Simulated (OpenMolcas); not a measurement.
# Rh4+ in a point-charge field

Rh4+ among 3 point charges of -1.5 e arranged as a planar triangle (D3h), 1.91 Å from the ion.
```
   1.9100    0.0000    0.0000  -1.50
  -0.9550    1.6541    0.0000  -1.50
  -0.9550   -1.6541    0.0000  -1.50
```

```
Program             : OpenMolcas 26.06
Method              : CASSCF
Basis               : ANO-RCC-VDZP [6s5p3d1f]
Scalar Hamiltonian  : DKH2, point nucleus
Active space        : 5 electrons in 5 orbitals (4d)
State averaging     : 2S+1 = 6 even, 1 root; 2S+1 = 4 even, 24 roots; 2S+1 = 2 even, 75 roots
Spin-orbit coupling : RASSI with atomic mean-field integrals over the reference wave functions
```

The lowest spin-free states (labels of D3, the rotations of D3h), above the lowest:

```csv
State,Degeneracy,E (cm-1),Free-ion L (%)
6A1,1,0.0,S (100)
4A2,1,26578,G (86)
4A1,1,26595,G (86)
4E,2,27132,G (76)
4E,2,28052,G (44)
4A1,1,30141,G (100)
4E,2,30379,G (100)
4E,2,30879,G (53)
4E,2,34641,D (75)
4A2,1,35489,P (100)
4A1,1,37113,D (100)
4E,2,40168,P (49)
2A1,1,40842,I (88)
2E,2,40848,I (83)
2A1,1,40917,I (79)
2A2,1,40922,I (79)
2E,2,40977,I (90)
2E,2,41552,I (78)
2E,2,43092,I (98)
2S+1 = 2,2,43317,I (100)
```

The lowest levels with spin-orbit coupling:

| E (cm-1) | Degeneracy | Label | 2S+1 | g |
| --- | --- | --- | --- | --- |
| 0.0 | 2 | E1/2 | 6 | 2.00 5.99 5.99 |
| 4.5 | 2 | E3/2 | 6 | 0.00 0.00 5.99 |
| 12.8 | 2 | E1/2 | 6 | 0.00 0.00 9.99 |
| 25560 | 2 | E3/2 | 4 | 0.00 0.00 0.57 |
| 25580 | 2 | E1/2 | 4 | 1.31 1.31 1.44 |
| 26049 | 2 | E1/2 | 4 | 0.17 0.17 4.33 |
| 26185 | 2 | E1/2 | 4 | 1.28 1.28 3.74 |
| 26562 | 2 | E1/2 | 4 | 0.18 0.18 8.10 |
| 26753 | 2 | E3/2 | 4 | 0.00 0.00 1.71 |
| 27169 | 2 | E3/2 | 4 | 0.00 0.00 11.92 |
| 27602 | 2 | E1/2 | 4 | 0.01 0.01 5.75 |
| 27787 | 2 | E1/2 | 4 | 0.21 0.76 0.76 |
| 28293 | 2 | E1/2 | 4 | 0.00 0.00 9.83 |
| 28595 | 2 | E3/2 | 4 | 0.00 0.00 3.85 |
| 29332 | 2 | E1/2 | 4 | 0.00 0.00 7.86 |
| 30032 | 2 | E1/2 | 4 | 1.85 2.68 2.68 |
| 30140 | 2 | E1/2 | 4 | 0.02 0.02 2.14 |
| 30192 | 2 | E3/2 | 4 | 0.00 0.00 5.91 |
| 30295 | 2 | E1/2 | 4 | 2.72 3.92 3.92 |
| 30415 | 2 | E1/2 | 4 | 1.26 5.53 5.53 |

Powder χT (cm3 K/mol): 3.48 at 2 K, 4.25 at 10 K, 4.36 at 50 K, 4.37 at 100 K, 4.37 at 200 K, 4.37 at 300 K. The effective moment at 300 K is 2.828 √(χT) = 5.91 μB.

The lowest level has 2S+1 = 6, for which the spin-only value is χT = S(S+1) / 2 = 4.375 cm3 K/mol (g = 2). The computed 4.367 at 300 K differs by -0.008, through a little spin-orbit mixing out of the ground term, against the free-electron g of 2.0023, which raises it.

Without dynamic correlation the repulsion within the d shell is too large (B by tens of per cent), so at a given field states of lower spin stand too high. Point charges give a weaker field than real ligands, and real ions of this kind are as a rule low spin; the high spin found here belongs to the model. Point charges carry no covalency, so the field is a model and not that of real ligands. No measured value stands beside these numbers.
